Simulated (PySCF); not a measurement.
Os (osmium, neutral) across methods

[Xe] 4f14 5d6 6s1 7s1, high-spin 7D determinant (an excited configuration). Computed with PySCF 2.14 in aug-cc-pwCVDZ-PP with ECP60MDF (6s6p5d3f, 70 functions), with a scalar-relativistic core potential.

```
 method  E (hartree)  mean ε 6s α (eV)  mean ε 5d β (eV)  mean ε 7s α (eV)  Σ⟨r²⟩ (bohr²)    ⟨S²⟩
    LDA     -90.3948           -10.354            -8.741            -1.612          108.7  12.001
  M06-L     -90.6084            -9.789            -9.005            -1.423          116.9  12.002
LC-wPBE     -90.5941           -13.152           -12.842            -2.652          111.1  12.002
  TPSSh     -90.5585           -10.379            -9.304            -1.682          111.3  12.001
  HSE06     -90.5747           -10.524            -9.654            -1.628          110.8  12.001
    PBE     -90.6109           -10.103            -8.695            -1.630          110.1  12.001
    UHF    -89.91567           -12.765           -13.054            -2.370          112.6  12.004
 r2SCAN     -90.6269           -10.441            -8.748            -1.583          110.3  12.002
   PBE0     -90.5766           -10.922           -10.048            -1.883          110.6  12.001
```

Energies and moments cover only the electrons outside the core potential. Spin-orbit coupling, absent here, splits the open shell strongly. The outer electron is Rydberg-like, and this basis confines it to a smaller radius and binds it less than a complete one would.
